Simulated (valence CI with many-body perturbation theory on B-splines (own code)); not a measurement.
The numbers below are computed, except where a source is named.
# Re60+: what each term of the Hamiltonian does

Level of theory: valence CI with perturbative core correlation (CI+MBPT): five valence electrons over a frozen Dirac-Fock core [Ne], a basis of 9 s, 9 p, 8 d, 6 f, 3 g, 1 h functions for each j, with the one-electron correlation potential Σ1, the two-electron term Σ2, the three-electron term Σ3, Breit, model QED; selected CI, second order for the rest (own B-spline code, finite nucleus).

No measured spectrum was set against this ion. As an estimate, large intervals hold to a few tenths of a per cent, small ones and those within an open d or f shell to about a per cent. Among the levels kept, up to 600 cm⁻¹ of a level comes from second order outside the variational space, and about a tenth of that is noise between levels of different J, which matters for small intervals.

Each rung adds one term. CI alone is the Dirac-Coulomb CI over the frozen core; QED comes last and gives the full result, which names the levels. Energies are above (3s^2 3p1/2^2 3p3/2) J=3/2 on the same rung, in × 10³ cm⁻¹.

Levels are named by their leading jj configuration (3d3/2^4 stands for four electrons in 3d with j = 3/2), which in mixed levels can hold well under half, so a name can repeat and another be missing. Letters in brackets count levels of one name in rising energy.

```
                             Level  CI alone     Σ1     Σ2     Σ3   Breit     QED    Full
        (3s^2 3p1/2^2 3d3/2) J=3/2    1904.3  -2.04  -2.46  -1.22   -6.42   -7.50  1884.6
        (3s^2 3p1/2^2 3d5/2) J=5/2    2729.6  -0.71  -3.77  -1.76  -26.59   -5.74  2691.0
        (3s^2 3p1/2 3p3/2^2) J=3/2    2971.2  +1.56  +1.51  +0.19  -35.95   +3.40  2941.9
        (3s^2 3p1/2 3p3/2^2) J=5/2    3073.6  +1.57  +1.17  -0.05  -41.16   +3.36  3038.4
        (3s^2 3p1/2 3p3/2^2) J=1/2    3193.8  +1.57  +0.94  -0.29  -34.64   +3.31  3164.6
        (3s 3p1/2^2 3p3/2^2) J=5/2    4421.0  -0.62  +0.28  +0.97   -9.63  -32.63  4379.4
        (3s 3p1/2^2 3p3/2^2) J=3/2    4664.6  -0.58  -1.35  +0.54  -16.61  -24.40  4622.1
        (3s 3p1/2^2 3p3/2^2) J=1/2    4677.7  -0.60  -0.77  +0.57   -7.29  -30.12  4639.5
(3s^2 3p1/2 3p3/2 3d3/2) J=5/2 [a]    4859.2  -0.47  -0.99  -0.75  -47.88   -4.15  4805.0
(3s^2 3p1/2 3p3/2 3d3/2) J=1/2 [a]    4880.1  -0.47  -0.91  -0.78  -41.34   -4.29  4832.3
(3s^2 3p1/2 3p3/2 3d3/2) J=3/2 [a]    4886.4  -0.49  -1.51  -0.78  -42.10   -6.76  4834.7
    (3s^2 3p1/2 3p3/2 3d3/2) J=7/2    4966.1  -0.45  -0.92  -1.12  -53.64   -4.01  4905.9
(3s^2 3p1/2 3p3/2 3d3/2) J=5/2 [b]    5208.0  -0.47  -4.89  -2.14  -45.14   -5.16  5150.2
(3s^2 3p1/2 3p3/2 3d3/2) J=1/2 [b]    5288.5  -0.48  -5.87  -2.06  -37.08   -7.89  5235.2
(3s^2 3p1/2 3p3/2 3d3/2) J=3/2 [b]    5298.8  -0.51  -7.50  -2.08  -35.46  -11.45  5241.8
(3s^2 3p1/2 3p3/2 3d5/2) J=7/2 [a]    5570.8  +0.86  -0.68  -0.84  -62.86   -2.21  5505.1
(3s^2 3p1/2 3p3/2 3d5/2) J=3/2 [a]    5674.9  +0.84  -2.20  -1.16  -60.71   -2.92  5608.8
    (3s^2 3p1/2 3p3/2 3d5/2) J=9/2    5686.7  +0.87  -0.65  -1.31  -72.42   -2.20  5611.0
(3s^2 3p1/2 3p3/2 3d5/2) J=5/2 [a]    5708.5  +0.85  -1.94  -1.37  -66.11   -2.46  5637.5
```

The middle columns are the shifts that each term adds.

Question: How does the ionisation energy move along the ladder, and which term matters most?

Answer: CI alone 6308.7, + Σ1 6309.7, + Σ2 6309.8, + Σ3 6309.3, + Breit 6303.9, + QED 6303.3 eV. The largest step is Breit, -5.4 eV. NIST lists 6300 ± 10 eV (theoretical).
